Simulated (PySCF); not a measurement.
A side-by-side comparison of computed properties.

First species: C7H9FO.
InChI=1S/C7H9FO/c1-3-7(5-9)6(2)4-8/h1,9H,4-5H2,2H3/b7-6-

Second species: C4H14OSi2.
SMILES with atom numbers: `[CH3:1][C:2]([CH3:3])([CH3:4])[SiH2:5][O:6][SiH3:7]` (hydrogens: H8, H9, H10 on C1; H11, H12, H13 on C3; H14, H15, H16 on C4; H17, H18 on Si5; H19, H20, H21 on Si7)

Levels: PBE0/pcSseg-1 for dipole moment, HOMO energy, LUMO energy and HOMO–LUMO gap; GFN2-xTB for rotational constant A and rotational constant C. Geometries: GFN2-xTB. Each species is one conformer at its optimised geometry, gas phase, non-relativistic unless stated; the electronic structure was computed with PySCF and density fitting.

Dipoles, sizes and rotational constants follow the conformer. The torsions of the flexible species, by atom-mapped SMILES:
- `[CH:1]#[C:2]/[C:3]([CH2:4][OH:5])=[C:6](\[CH3:7])[CH2:8][F:9]`: C2–C3–C4–O5 91°, C3–C6–C8–F9 56°, H–O5–C4–C3 64°
- `[CH3:1][C:2]([CH3:3])([CH3:4])[SiH2:5][O:6][SiH3:7]`: C1–C2–Si5–O6 59°

Question: Which of the two has the higher dipole moment, and by how much?

Answer: The first: 3.31 D against 0.75 D, a difference of 2.56 D.

Question: Which of the two has the higher HOMO energy, and by how much?

Answer: The first: -6.98 eV against -7.66 eV, a difference of 0.68 eV.

Question: Which has the higher HOMO–LUMO gap?

Answer: The second: 7.93 eV against 5.82 eV, a difference of 2.11 eV.

Question: Which has the higher rotational constant A?

Answer: The second: 3.042 GHz against 2.012 GHz, a difference of 1.030 GHz.

Question: Which has the higher LUMO energy?

Answer: The second: 0.27 eV against -1.16 eV, a difference of 1.43 eV.

On the first: The dipole equals about 11.1 × 10⁻³⁰ C·m (1 D = 3.33564 × 10⁻³⁰ C·m). A dipole of 3.31 D is allowed in C1, and pure rotational transitions are dipole-allowed.

On the second: The dipole equals about 2.5 × 10⁻³⁰ C·m (1 D = 3.33564 × 10⁻³⁰ C·m).
